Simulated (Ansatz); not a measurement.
Ti₂H₃⁺, relaxed as a singlet with RKS B3LYP-D4/def2-TZVP in Ansatz, starting from the GFN2-xTB geometry. Force threshold 0.02 eV/Å.

The structure comes from a short search, and lower isomers may exist.

Start:

| atom | x (Å) | y (Å) | z (Å) |
| --- | --- | --- | --- |
| Ti1 | 0.8596 | -0.8822 | 1.3873 |
| Ti2 | -0.2204 | 0.0244 | -1.1967 |
| H3 | 0.1388 | 0.3485 | 2.7979 |
| H4 | 0.7268 | -0.3463 | -2.5285 |
| H5 | -1.5048 | 0.8556 | -0.4600 |

```
step  energy (eV)  largest force component (eV/Å)  SCF passes
   1  -46265.9282                           2.299         135
   2  -46266.7139                           0.873          68
   3  -46266.9783                           0.523          65
   4  -46267.1584                           0.313          66
   5  -46267.2751                           0.431          62
   6  -46267.4107                           0.505          60
   7  -46267.5812                           0.548          61
   8  -46267.7688                           0.424          86
   9  -46267.9981                           0.517          85
  10  -46268.3080                           0.757          88
  11  -46268.7063                           1.073          61
  12  -46269.2037                           1.079          60
  13  -46269.4636                           0.797          56
  14  -46269.6594                           1.024          55
  15  -46269.8985                           0.742          55
  16  -46270.1008                           0.642          56
  17  -46270.3235                           0.590          58
  18  -46270.3583                           0.835          58
  19  -46270.3692                           0.239          50
  20  -46270.4122                           0.137          52
  21  -46270.4147                           0.053          49
  22  -46270.4149                           0.022          46
  23  -46270.4149                           0.001          38
```

Force components are those of the run's own axes.

End:

```xyz
5

Ti    0.966    0.186    0.460
Ti   -0.811   -0.621   -0.368
H    -0.502   -0.324    1.394
H     0.770   -0.429   -1.235
H    -0.423    1.189   -0.252
```

Bonds formed: Ti1–H4, Ti1–H5, Ti2–H3 (atoms count from 1). The end is the same structure that another start reached, the lowest one found.

No frequencies were taken in this run, so the end may be a saddle point.

Run time 47 s (4 threads of Arm Neoverse V1 on a shared host).
